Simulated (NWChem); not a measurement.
System: CHO2 cation; SMILES C(=O)=[OH+]

```xyz
4

O      0.0355    -1.2241     0.0000
C      0.0047    -0.0852     0.0000
O     -0.1640     1.1284     0.0000
H      0.6060     1.7666     0.0000
```
Atoms are numbered in this order, from 1.

All runs: NWChem. Geometry optimised at PBE-D3(BJ)/def2-SVP; all other runs use it. Pople sets run with spherical d functions.

```
quantity                                                                                 level  value
---------------------------------------------  -----------------------------------------------  -----
first 1s excitation (eV), C K edge, unshifted                          BHandHLYP/6-311G**, TDA    ___
orbital gap (eV)                                                           LRC-wPBEh/def2-TZVP  14.50
charge (e), ESP C2                                                              B3LYP/def2-SVP   0.81
vertical, lowest excitation, singlet (eV)                        B3LYP/aug-cc-pVDZ, full TDDFT    ___
anisotropy (bohr³), static                     LC-BLYP (range parameter 0.33 per bohr)/6-31+G*   15.9
highest harmonic frequency (cm⁻¹)                                          PBE-D3(BJ)/def2-SVP    ___
```

Complete the blanks.


- first 1s excitation (eV), C K edge, unshifted, value: 286.8
- vertical, lowest excitation, singlet (eV), value: 8.03
- highest harmonic frequency (cm⁻¹), value: 3434
